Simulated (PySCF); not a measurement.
ReO₃F, SMILES [O]=[Re]([F])(=[O])=[O], multiplicity 1.

Geometry optimised at PBE0-D3(BJ)/def2-SVP. The spin state was assumed, not searched. The def2 effective core potentials stand for the cores of Re; spin–orbit coupling is left out.

These are PySCF with PBE/def2-TZVP values and carry that method's errors.

Symmetry labels are those of the subgroup Cs that the program uses (full group C3v).

Computed valence orbital energies around the gap with their symmetry:
```
orbital  symmetry  energy (eV)
-------  --------  -----------
HOMO−7         A"       -12.28
HOMO−6         A'       -11.07
HOMO−5         A'       -10.58
HOMO−4         A"       -10.58
HOMO−3         A'        -9.60
HOMO−2         A'        -8.87
HOMO−1         A"        -8.87
HOMO           A"        -8.55
LUMO           A"        -3.91
LUMO+1         A'        -3.91
LUMO+2         A'        -2.88
LUMO+3         A'        -1.51
```
